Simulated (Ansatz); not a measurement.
AsH4In, SMILES `[AsH2][InH2]`, relaxed with RKS PBE0-D4/def2-TZVP in Ansatz from a GFN2-xTB geometry. The force threshold is 0.005 eV/Å; the program also tests the step.

Total charge 0; spin multiplicity 1. In: def2 effective core potential.

Start:

```xyz
6

As    0.588   -0.405   -1.551
In   -0.312   -0.334    0.889
H    -0.460    0.628   -1.902
H     1.531    0.713   -1.171
H     0.657   -0.131    2.349
H    -2.004   -0.471    1.385
```

Q: By how much does the energy fall, and how many steps does the optimiser take? (Best estimate.)

A: Computed: 2.16 kcal/mol, in 5 steps.

Q: Which bonds change most? (Estimate.)

A: Computed: In2–H6 from 1.769 to 1.726 Å; In2–H5 from 1.764 to 1.726 Å; As1–H4 from 1.511 to 1.522 Å; As1–In2 from 2.602 to 2.591 Å.

Q: Give the relaxed structure. (Estimate.)

A: Ansatz gave: 
```xyz
6

As    0.569   -0.383   -1.438
In   -0.342   -0.297    0.986
H    -0.512    0.568   -1.931
H     1.552    0.748   -1.164
H     0.774   -0.185    2.298
H    -2.040   -0.452    1.249
```
